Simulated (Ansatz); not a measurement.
Two isomers of C3H5BO: A = `BC1OC1=C`, B = `OC1BC=C1`.

Computed with Ansatz on PBE0-D4/def2-TZVP structures; ΔE is electronic, products minus reactants. CCSD(T)/CBS adds triple-zeta CCSD(T) − MP2 to the extrapolated MP2 energy (def2 sets, frozen cores). DFT in def2-TZVPP. B3LYP here is the variant with VWN-RPA as its local correlation; programs differ in this. One conformer a species, not always the lowest.

Question: Which isomer does CCSD(T)/CBS put lower? Give the gap. (An estimate is asked.)

Answer: The calculation gave: B, by 24.0 kcal/mol.

Question: Give E(B) − E(A) in kcal/mol with LDA (SPW92), CCSD(T)/def2-SVP, r2SCAN-D4, B3LYP, CCSD/def2-TZVPP, ωB97M-V, PBE-D4. (Estimate.)

Answer: Computed: LDA (SPW92) -24.4, CCSD(T)/def2-SVP -22.7, r2SCAN-D4 -20.1, B3LYP -18.8, CCSD/def2-TZVPP -22.8, ωB97M-V -23.3, PBE-D4 -20.0. None reverses the order clearly.

Question: Does the order hold for the free energy at 298.15 K (harmonic terms from PBE0-D4)? (An estimate is asked.)

Answer: Ansatz gave: Yes: G(B) − G(A) = -21.6 kcal/mol, for one conformer each.

Largest T1 diagnostic: 0.014.

Leaving LDA and LC-ωPBE aside and taking each functional with its dispersion term where it has one, the values, not all of them listed here, spread over 9.1 kcal/mol, from PBE-QIDH to BLYP-D4. LDA lies −4.5 kcal/mol from PBE without D4. From r2SCAN to r2SCAN0 (25 % exact exchange), in def2-TZVPP and without D4, E(B) − E(A) moves by −2.9 kcal/mol.
